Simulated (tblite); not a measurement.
Species: C₂H₁₂SeSi₃.
Atom-mapped SMILES: `[SiH3:1][Se:2][CH2:3][CH:4]([SiH3:5])[SiH3:6]` (hydrogens: H7, H8, H9 on Si1; H10, H11 on C3; H12 on C4; H13, H14, H15 on Si5; H16, H17, H18 on Si6)

Cartesian coordinates in Å at the GFN2-xTB level; atoms count from 1:
```
atom  x, y, z in Å
Si1    3.1485    0.1463   -0.4655
Se2    1.6934    1.2058    0.9191
C3     0.0026    1.1739   -0.1457
C4    -0.9867    0.0985    0.2461
Si5   -2.6519    0.4654   -0.6192
Si6   -0.3699   -1.6756   -0.0836
H7     4.2822    1.0406   -0.6815
H8     3.5867   -1.0991    0.1560
H9     2.4370   -0.1072   -1.7147
H10    0.3058    1.0895   -1.1900
H11   -0.4105    2.1728    0.0158
H12   -1.1653    0.1833    1.3240
H13   -3.1096    1.8050   -0.2412
H14   -2.4611    0.4231   -2.0709
H15   -3.6367   -0.5319   -0.2072
H16   -1.4487   -2.5986    0.2681
H17   -0.0386   -1.8022   -1.5065
H18    0.8140   -1.9833    0.7206
```

Computed with GFN2-xTB (tblite): harmonic, unscaled wavenumbers at the GFN2-xTB geometry, gas phase. Against measured fundamentals such values can be off by several per cent, at times by over 20. Modes of hydrogen on silicon can be 10 to 20 % off. One conformer, not necessarily the lowest. The optimisation stopped once no atom felt more than 0.01 eV/Å.

Lowest wavenumbers of the output (negative numbers stand for imaginary wavenumbers):
```
mode    cm-1
  1     -30.4
  2      39.4
  3      69.7
  4     115.9
  5     122.0
  6     145.8
  7     154.3
  8     190.2
```

Problem. Is this structure a minimum?

Solution. Not by this Hessian. 1 mode is imaginary beyond 20i (30i cm⁻¹), so at this level the point lies at or near a first-order saddle. The curvature is small, so loose convergence or finite differences may be the whole cause.

Problem. Which atoms move in the imaginary mode?

Solution. 30i: H8 (Si–H hydrogen) 28 %, H9 (Si–H hydrogen) 27 %, H7 (Si–H hydrogen) 20 %. These are shares of the mass-weighted motion.

Problem. What is the remedy?

Solution. Step along that mode in both directions, optimise again with tighter thresholds and repeat the frequencies. The zero-point energy of this point (73.2 kcal/mol) counts the 47 real modes alone, and thermal corrections from it aren't those of a minimum.
